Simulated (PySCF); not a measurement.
I2Sb (SMILES [I][Sb+][I]), charge +1, singlet, at a GFN2-xTB geometry (all electrons, no relativity); SVWN5/STO-3G (PySCF).

The PySCF input:
```python
from pyscf import gto, scf, dft

mol = gto.M(
    atom='''
Sb    0.99636671    0.49528087    0.28094358
I    -0.84063518    1.26437259   -1.50307590
I    -0.11813279   -1.74096362    1.23273397
''',
    basis='sto-3g',
    charge=1,
    verbose=4,
)

mf = dft.RKS(mol)
mf.xc = 'lda,vwn'
mf.kernel()
```

Output, abridged:

```
PySCF version 2.14.0

[INPUT] verbose = 4
[INPUT] num. atoms = 3
[INPUT] num. electrons = 156
[INPUT] charge = 1
[INPUT] spin (= nelec alpha-beta = 2S) = 0
[INPUT] symmetry False subgroup None
[INPUT] Mole.unit = angstrom
[INPUT] Symbol           X                Y                Z      unit          X                Y                Z       unit  Magmom
[INPUT]  1 Sb     0.996366710000   0.495280870000   0.280943580000 AA    1.882860201534   0.935945199036   0.530906422655 Bohr   0.0
[INPUT]  2 I     -0.840635180000   1.264372590000  -1.503075900000 AA   -1.588570260874   2.389317914507  -2.840401795434 Bohr   0.0
[INPUT]  3 I     -0.118132790000  -1.740963620000   1.232733970000 AA   -0.223238619431  -3.289944434631   2.329529587748 Bohr   0.0

nuclear repulsion = 1430.0520733722
number of shells = 33
number of NR pGTOs = 243
number of NR cGTOs = 81
basis = sto-3g
ecp = {}

******** <class 'pyscf.dft.rks.RKS'> ********
method = RKS
initial guess = minao
damping factor = 0
level_shift factor = 0
DIIS = <class 'pyscf.scf.diis.CDIIS'>
diis_start_cycle = 1
diis_space = 8
diis_damp = 0
SCF conv_tol = 1e-09
SCF conv_tol_grad = None
SCF max_cycles = 50
direct_scf = True
direct_scf_tol = 1e-13
XC library pyscf.dft.libxc version 7.1.2
    S. Lehtola, C. Steigemann, M. J. T. Oliveira, and M. A. L. Marques,  SoftwareX 7, 1–5 (2018)
XC functionals = lda,vwn
    P. A. M. Dirac,  Math. Proc. Cambridge Philos. Soc. 26, 376 (1930)
    F. Bloch,  Z. Phys. 57, 545 (1929)
    S. H. Vosko, L. Wilk, and M. Nusair,  Can. J. Phys. 58, 1200 (1980)
radial grids:
    Treutler-Ahlrichs [JCP 102, 346 (1995); DOI:10.1063/1.469408] (M4) radial grids

becke partition: Becke, JCP 88, 2547 (1988); DOI:10.1063/1.454033
pruning grids: <function nwchem_prune>
grids dens level: 3
symmetrized grids: False
atomic radii adjust function: <function treutler_atomic_radii_adjust>
small_rho_cutoff = 0
Set gradient conv threshold to 3.16228e-05
Initial guess from minao.
tot grids = 65880
init E= -19880.2694513037
  HOMO = -0.813052805721144  LUMO = -0.740255409061841  gap/eV = 1.98092
cycle= 1 E= -19940.8397968408  delta_E= -60.6  |g|= 0.281  |ddm|= 2.85
  HOMO = -0.347793068293509  LUMO = -0.328619132933865  gap/eV = 0.52175
cycle= 2 E= -19940.6114335903  delta_E= 0.228  |g|= 0.593  |ddm|= 2.21
  HOMO = -0.37160431545015  LUMO = -0.311875633691923  gap/eV = 1.62530
cycle= 3 E= -19940.8617848888  delta_E= -0.25  |g|= 0.13  |ddm|= 2.04
  HOMO = -0.373159343969051  LUMO = -0.322152458835346  gap/eV = 1.38797
cycle= 4 E= -19940.8738472846  delta_E= -0.0121  |g|= 0.012  |ddm|= 0.343
  HOMO = -0.372813777321785  LUMO = -0.322830902138012  gap/eV = 1.36010
cycle= 5 E= -19940.8739524216  delta_E= -0.000105  |g|= 0.00209  |ddm|= 0.0473
  HOMO = -0.372979420301642  LUMO = -0.322954771403283  gap/eV = 1.36124
cycle= 6 E= -19940.8739564441  delta_E= -4.02e-06  |g|= 0.00013  |ddm|= 0.00962
  HOMO = -0.372977655102144  LUMO = -0.322951811895015  gap/eV = 1.36127
cycle= 7 E= -19940.8739564531  delta_E= -9.03e-09  |g|= 6.58e-05  |ddm|= 0.000514
  HOMO = -0.37297740826718  LUMO = -0.322952567850302  gap/eV = 1.36125
cycle= 8 E= -19940.8739564557  delta_E= -2.52e-09  |g|= 3.73e-05  |ddm|= 0.000281
  HOMO = -0.372976964938329  LUMO = -0.322954182626937  gap/eV = 1.36119
cycle= 9 E= -19940.8739564567  delta_E= -1.06e-09  |g|= 3.18e-06  |ddm|= 0.000119
  HOMO = -0.372976947313659  LUMO = -0.32295430052107  gap/eV = 1.36119
cycle= 10 E= -19940.8739564566  delta_E= 1.38e-10  |g|= 9.38e-07  |ddm|= 9.07e-06
  HOMO = -0.372976906601926  LUMO = -0.322954491260597  gap/eV = 1.36118
Extra cycle  E= -19940.8739564568  delta_E= -1.89e-10  |g|= 3e-06  |ddm|= 1.25e-05
converged SCF energy = -19940.8739564568
```
